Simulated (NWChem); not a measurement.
System: CdHCl; SMILES [Cl][CdH]

Here is an NWChem input.

```
start job
memory heap 200 mb stack 900 mb global 1100 mb
geometry units angstroms
  Cd    -0.224696     0.516740     0.000000
  H     -0.463170     2.147887     0.000000
  Cl     0.105498    -1.744407     0.000000
end
basis spherical
  * library def2-tzvp
end
ecp
  Cd library def2-ecp
end
dft
  xc becke88 perdew86
  iterations 150
end
driver
  maxiter 120
end
task dft optimize
dft
  grid fine
  convergence energy 1d-8 density 1d-7
end
task dft freq numerical
```

Excerpt of the output:

```
             Northwest Computational Chemistry Package (NWChem) 7.3.0
             --------------------------------------------------------

 ORDER OF PRIMARY AXIS IS BEING SET TO 4
 C4V symmetry detected

 AUTOZ failed to generate good internal coordinates.
 Cartesian coordinates will be used in optimizations.

                             Geometry "geometry" -> ""
                             -------------------------

 Output coordinates in angstroms (scale by  1.889725989 to convert to a.u.)

  No.       Tag          Charge          X              Y              Z
 ---- ---------------- ---------- -------------- -------------- --------------
    1 Cd                  48.0000     0.00000000     0.00000000     0.56361671
    2 H                    1.0000     0.00000000     0.00000000     2.21210399
    3 Cl                  17.0000     0.00000000     0.00000000    -1.72151213

 Effective nuclear repulsion energy (a.u.)     206.6600087939

      Symmetry information
      --------------------

 Group name             C4v
 Group number             18
 Group order               8
 No. of unique centers     3

                           NWChem Geometry Optimization
                           ----------------------------

 maximum gradient threshold         (gmax) =   0.000450
 rms gradient threshold             (grms) =   0.000300
 maximum cartesian step threshold   (xmax) =   0.001800
 rms cartesian step threshold       (xrms) =   0.001200
 fixed trust radius                (trust) =   0.300000
 source of zmatrix                         =

          -------------------
          Energy Minimization
          -------------------

 Using diagonal initial Hessian

          --------
          Step   0

                                 NWChem DFT Module
                                 -----------------

 Summary of "ao basis" -> "ao basis" (spherical)
 ------------------------------------------------------------------------------
       Tag                 Description            Shells   Functions and Types
 ---------------- ------------------------------  ------  ---------------------
 Cd                        def2-tzvp                14       40   6s4p3d1f
 H                         def2-tzvp                 4        6   3s1p
 Cl                        def2-tzvp                13       37   5s5p2d1f

      Symmetry analysis of basis
      --------------------------

        a1         31
        a2          0
        b1          7
        b2          7
        e          38

[...]

      ----------------------
      Optimization converged
      ----------------------

  Step       Energy      Delta E   Gmax     Grms     Xrms     Xmax
  ---- ---------------- -------- -------- -------- -------- --------
@    2    -628.77214689 -5.8D-08  0.00006  0.00003  0.00026  0.00060
                                     ok       ok       ok       ok

                         Geometry "geometry" -> "geometry"
                         ---------------------------------

 Output coordinates in angstroms (scale by  1.889725989 to convert to a.u.)

  No.       Tag          Charge          X              Y              Z
 ---- ---------------- ---------- -------------- -------------- --------------
    1 Cd                  48.0000     0.00000000     0.00000000     0.56788259
    2 H                    1.0000     0.00000000     0.00000000     2.21729741
    3 Cl                  17.0000     0.00000000     0.00000000    -1.73097143

 Effective nuclear repulsion energy (a.u.)     205.5146541099

      Symmetry information
      --------------------

 Group name             C4v
 Group number             18
 Group order               8
 No. of unique centers     3

[...]

 Rotational Constants
 --------------------
 A=   0.000000 cm-1  (  0.000000 K)
 B=   0.115313 cm-1  (  0.165906 K)
 C=   0.115313 cm-1  (  0.165906 K)

 Temperature                      =   298.15K
 frequency scaling parameter      =   1.0000

 Linear Molecule

 Zero-Point correction to Energy  =    4.376 kcal/mol  (  0.006974 au)
 Thermal correction to Energy     =    6.437 kcal/mol  (  0.010259 au)
 Thermal correction to Enthalpy   =    7.030 kcal/mol  (  0.011202 au)

 Total Entropy                    =   60.664 cal/mol-K
   - Translational                =   40.906 cal/mol-K (mol. weight = 149.8803)
   - Rotational                   =   16.872 cal/mol-K (symmetry #  =        1)
   - Vibrational                  =    2.886 cal/mol-K

 Cv (constant volume heat capacity) =    9.374 cal/mol-K
   - Translational                  =    2.979 cal/mol-K
   - Rotational                     =    1.986 cal/mol-K
   - Vibrational                    =    4.409 cal/mol-K

[normal modes left out]

 ----------------------------------------------------------------------------
 Normal Eigenvalue ||           Projected Infra Red Intensities
  Mode   [cm**-1]  || [atomic units] [(debye/angs)**2] [(KM/mol)] [arbitrary]
 ------ ---------- || -------------- ----------------- ---------- -----------
    1       -0.000 ||    0.000000           0.000         0.000       0.000
    2       -0.000 ||    0.000350           0.008         0.341       0.151
    3       -0.000 ||    0.000350           0.008         0.341       0.151
    4       -0.000 ||    0.001237           0.029         1.206       0.535
    5       -0.000 ||    0.001237           0.029         1.206       0.535
    6      354.510 ||    0.031020           0.716        30.240      13.410
    7      426.757 ||    0.042081           0.971        41.023      18.192
    8      426.757 ||    0.042081           0.971        41.023      18.192
    9     1854.517 ||    0.089830           2.072        87.571      38.834
 ----------------------------------------------------------------------------
```

Level: BP86/def2-TZVP with def2 effective core potentials on Cd. def2 effective core potentials on Cd; no spin-orbit coupling.
